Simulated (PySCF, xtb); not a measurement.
dimethyl selenide (C2H6Se), SMILES C[Se]C.

GFN2-xTB (xtb) at its own geometry gives an orbital gap of 4.18 eV and a dipole moment of 2.60 D.

Geometry: PBE-D3(BJ)/def2-SVP.

**Question.** What does HF/def2-TZVPD (PySCF) give? (An estimate is asked for; the answer gives what the named calculation found.)

**Answer.** gap 10.22 eV (levels -8.65 and 1.57 eV), dipole 1.69 D.
